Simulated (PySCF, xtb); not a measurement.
Ge(F)(SH) (FGeHS), SMILES [F][Ge][SH] (connectivity only; charge and spin as stated), neutral, multiplicity 1.

GFN2-xTB run with xtb at its own geometry gives an orbital gap of 3.31 eV and a dipole moment of 4.66 D.

Geometry: B3LYP-D3(BJ)/def2-TZVP. Other conformers were not sampled.

Task: What does B3LYP/def2-TZVPD in PySCF give? (The exact figures need the calculation; the answer reports its results.)

Result: gap 4.74 eV (levels -7.54 and -2.80 eV), dipole 2.65 D.
